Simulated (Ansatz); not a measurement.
Reaction (atomization): `C[SiH](F)N[SiH3]` → C• + F• + 8 H• + N• + 2 Si•

Program: Ansatz. Geometries: PBE0-D4/def2-TZVP. ΔE: electronic, gas phase. CCSD(T)/CBS is the MP2 limit (def2-TZVPP, def2-QZVPP) plus CCSD(T) − MP2 in def2-TZVPP, frozen cores. This one scheme is used for every species, atoms too. Functionals use def2-TZVPP. B3LYP here is the variant with VWN-RPA as its local correlation; programs differ in this. Open shells (•) are unrestricted, without spin–orbit coupling. Spin–orbit coupling would lower the free atoms: a little for C, F, Si. Each species was taken in one conformer, which may not be the lowest.

What is ΔE at CCSD(T)/CBS? (Best estimate.)

The calculation gave: +4662.6 kJ/mol.

What do these levels give: r2SCAN-D4, ωB97X-V, ωB97M-V, B2PLYP, r2SCAN, B3LYP, HF/def2-TZVPP, SCS-MP2/def2-TZVPP, CCSD(T)/def2-TZVPP, MP2/def2-QZVPP, HF/CBS(def2), MP2/CBS(def2)? (Best estimate.)

Ansatz gave: r2SCAN-D4 4638.6, ωB97X-V 4675.9, ωB97M-V 4665.7, B2PLYP 4599.9, r2SCAN 4631.5, B3LYP 4605.4, HF/def2-TZVPP 3480.0, SCS-MP2/def2-TZVPP 4589.8, CCSD(T)/def2-TZVPP 4534.9, MP2/def2-QZVPP 4651.8, HF/CBS(def2) 3493.4, MP2/CBS(def2) 4702.2 kJ/mol.

Largest T1 diagnostic among the species: 0.012.

The D4 term adds +45.6 kJ/mol with B3LYP and +24.2 kJ/mol with PBE0; it sums over pairs of atoms, weighted by their polarisabilities, and B3LYP, whose exchange is more repulsive, gets the larger term. In def2-TZVPP, CCSD(T) changes the Hartree–Fock value by +1055.0 kJ/mol (the triples alone add +50.0 kJ/mol) and MP2 by +1094.5 kJ/mol; breaking electron pairs costs correlation energy, which Hartree–Fock lacks.

For atomizations the MP2-based limit and the directly extrapolated one differ by several kJ/mol either way, and by 10 to 25 for some Ge, Se and Sn compounds, so smaller differences from it don't rank the levels.
